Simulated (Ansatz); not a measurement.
Mulliken charges of C₂H₃BClFS (`C=C(F)B(S)Cl`) from PBE/def2-TZVPP in Ansatz (PBE0-D4/def2-TZVP geometry).

```tsv
atom	x (Å)	y (Å)	z (Å)	charge (e)
C1	-0.035	-1.630	-0.127	-0.156
C2	0.239	-0.554	0.603	0.145
F3	0.718	-0.730	1.849	-0.158
B4	0.075	0.925	0.146	0.106
S5	-0.709	1.275	-1.426	-0.145
Cl6	0.659	2.206	1.183	-0.111
H7	0.119	-2.630	0.259	0.104
H8	-0.416	-1.517	-1.133	0.092
H9	-0.563	2.608	-1.372	0.124
```

**Question.** By hand: the dipole of these point charges (1 e Å = 4.8032 D).

**Answer.** Σ q r = (-0.131, -0.132, -0.341) e Å, of length 0.388 e Å = 1.86 D.

**Question.** How does the dipole of the full density compare? (Best estimate.)

**Answer.** The calculation gave: (-0.117, -0.014, -0.309) e Å, 1.59 D; the point charges give 1.17 times that, at 17° from its direction.

Point charges leave out the atoms' own dipoles, such as those of lone pairs, and Mulliken's split depends on the basis, so the two needn't agree.
